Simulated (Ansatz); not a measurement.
`[OH][Ge]([F])([Cl])[Cl]` + HI → `[F][Ge]([Cl])([Cl])[I]` + H₂O at 500 K and 1 bar (ligand exchange at a Ge–O bond).

Isolated molecules relaxed with PBE0-D4/def2-TZVP in Ansatz; ΔE leaves out vibrations. CBS: MP2 limit from def2 TZ/QZ plus the TZ coupled-cluster correction, frozen cores. This one scheme is used for every species. def2 core potentials past Kr. For Ge, I outer-core shells are correlated without core-valence functions, which leaves a few kJ/mol of doubt a bond. Scalar relativity is left out up to krypton. One conformer a species, not always the lowest.

```csv
species,CCSD(T)/CBS energy (Eh),H − E (kJ/mol),S (J/(mol·K))
`[OH][Ge]([F])([Cl])[Cl]`,-3171.38906,92.6,415.7
HI,-298.03592,28.6,221.6
`[F][Ge]([Cl])([Cl])[I]`,-3393.06114,57.2,430.2
H₂O,-76.37941,73.2,206.3
```

H − E and S are ideal-gas, rigid-rotor, harmonic terms from PBE0-D4/def2-TZVP, for one conformer and one mirror image of each species. 1 Eh = 2625.50 kJ/mol, R = 8.31446 J/(mol·K).

**Question.** By hand: ΔE, ΔH, ΔS and ΔG.

**Answer.** ΔE = (-3393.06114) + (-76.37941) − (-3171.38906) − (-298.03592) = -0.01557 Eh = -40.9 kJ/mol. Δ(H − E) = 57.2 + 73.2 − 92.6 − 28.6 = 9.2, so ΔH = -31.7 kJ/mol. ΔS = 430.2 + 206.3 − 415.7 − 221.6 = -0.8 J/(mol·K). ΔG = -31.7 − 500 × (-0.8)/1000 = -31.3 kJ/mol.

**Question.** By hand: the equilibrium constant, and the temperature at which ΔG would vanish if ΔH and ΔS stayed fixed.

**Answer.** log₁₀ K = −ΔG/(RT ln 10) = 3.3. ΔG = 0 at ΔH/ΔS = 39625 K, far beyond where these terms or the molecules hold.

The number of gas molecules stays the same, so ΔS is small and ΔH decides. A doubt of 5 kJ/mol in ΔE shifts log₁₀ K by 0.5 here. Other conformers and mirror images would add mixing entropy, several J/(mol·K) or more a flexible species. These are equilibria of isolated gas molecules and say nothing of rates. Largest T1 diagnostic: 0.011 (customary marks: 0.02 for closed shells, 0.045 for open ones).
